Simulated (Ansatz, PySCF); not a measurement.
Gas-phase reaction in SMILES: [CH3][Ge]([Br])([Br])[Br] [tribromo(methyl)germane] -> [CH3] (CH3) + [Br][Ge]([Br])[Br] (the C-Ge bond at the site shown breaks; other sites are not compared here)
Each molecule is optimised on its own at B3LYP-D3(BJ)/def2-TZVP (Ansatz, a first-principles code). Frequencies are from Ansatz or PySCF.
Geometry of the first species:
```xyz
8

C     -2.4056     0.0387    -0.0322
Ge    -0.4604     0.0074    -0.0062
Br     0.3454    -1.7538    -1.2766
Br     0.3239    -0.2411     2.1591
Br     0.4000     1.9776    -0.8682
H     -2.7479     0.8760     0.5729
H     -2.7376     0.1563    -1.0619
H     -2.7739    -0.8994     0.3786
```
Charge 0, spin multiplicity 1.

Quantity: bond dissociation energy (enthalpy at 298 K, with B3LYP-D3(BJ) rigid-rotor harmonic-oscillator terms), in kJ/mol. Cores are frozen in the correlated levels unless marked. Open shells are spin-unrestricted. Spin-orbit coupling is left out. The frozen core is the preceding noble-gas configuration, with the filled d and f shells of earlier blocks. No relativistic terms. CBS marks a two-point X^-3 extrapolation of the correlation energy; Hartree-Fock from the larger set.

| level | program | bond dissociation energy (kJ/mol) | minus last row |
|---|---|---|---|
| HF/cc-pVTZ | Ansatz | 223.3 | -105.7 |
| SVWN5/def2-TZVPD | Ansatz | 358.6 | 29.6 |
| PBE/def2-TZVPD | Ansatz | 291.3 | -37.7 |
| BLYP-D3(BJ)/def2-TZVPD | Ansatz + dftd3 | 276.8 | -52.2 |
| BLYP-D4/def2-TZVPD | Ansatz + dftd4 | 276.0 | -53.0 |
| B97M-V/def2-TZVPD | Ansatz | 311.3 | -17.7 |
| PBE0/def2-TZVPD | Ansatz | 303.5 | -25.5 |
| BHLYP/def2-TZVPD | Ansatz | 288.7 | -40.3 |
| r2SCANh/def2-TZVPD | Ansatz | 292.7 | -36.3 |
| HSE06/def2-TZVPD | Ansatz | 303.2 | -25.8 |
| CAM-B3LYP-D3(BJ)/def2-TZVPD | Ansatz + dftd3 | 308.3 | -20.7 |
| CAM-B3LYP-D4/def2-TZVPD | Ansatz + dftd4 | 308.1 | -20.9 |
| CAM-B3LYP/def2-TZVPD | Ansatz | 299.3 | -29.7 |
| LC-wPBE-D3(BJ)/def2-TZVPD | Ansatz + dftd3 | 330.7 | 1.7 |
| B2PLYP-D3(BJ)/def2-TZVPD | Ansatz + dftd3 | 309.7 | -19.3 |
| MP2/cc-pVDZ | Ansatz | 320.4 | -8.6 |
| SCS-MP2/STO-3G | Ansatz | 408.9 | 79.9 |
| SCS-MP2/6-31G* | Ansatz | 315.7 | -13.3 |
| CCSD/CBS(cc-pVTZ,cc-pVQZ) | Ansatz | 321.6 | -7.4 |
| CCSD(T)/aug-cc-pVTZ | Ansatz | 323.2 | -5.8 |
| CCSD(T)/CBS(cc-pVTZ,cc-pVQZ) | Ansatz | 329.0 | 0.0 |
